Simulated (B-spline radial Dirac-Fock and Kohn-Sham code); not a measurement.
# Kohn-Sham estimates against Dirac-Fock for the levels of Ti²⁺

System: Ti²⁺ in the configuration [Ar] 3d2.

The density-functional columns are spherical, spin-unpolarised Dirac-Kohn-Sham results without Breit or QED terms: −ε is minus the orbital energy of the initial state and ΔSCF the difference of two total energies. The reference in the last column comes from Dirac-Fock ΔSCF + Breit + QED. All numbers are from an atomic code on a B-spline grid, in eV; a selection of levels is shown. The Kohn-Sham columns are given as differences from the reference.

| level | PBE −ε − DF | PBE ΔSCF − DF | LDA −ε − DF | LDA ΔSCF − DF | Dirac-Fock |
| --- | --- | --- | --- | --- | --- |
| 1s | -110.2 | +20.8 | -123.0 | +7.5 | 4994.5 |
| 2s | -39.3 | -16.1 | -40.7 | -17.4 | 592.0 |
| 2p1/2 | -26.4 | +0.5 | -26.7 | +0.3 | 490.3 |
| 2p3/2 | -26.6 | +0.1 | -26.8 | -0.1 | 484.7 |
| 3s | -13.8 | -4.9 | -14.1 | -5.2 | 92.33 |
| 3p1/2 | -7.9 | +0.7 | -7.8 | +0.7 | 63.05 |
| 3p3/2 | -7.9 | +0.6 | -7.9 | +0.6 | 62.40 |
| 3d | -5.8 | +1.4 | -5.6 | +1.7 | 25.52 |

Values without a named source are computed, but for edge energies of neutral atoms, which are taken from tables.
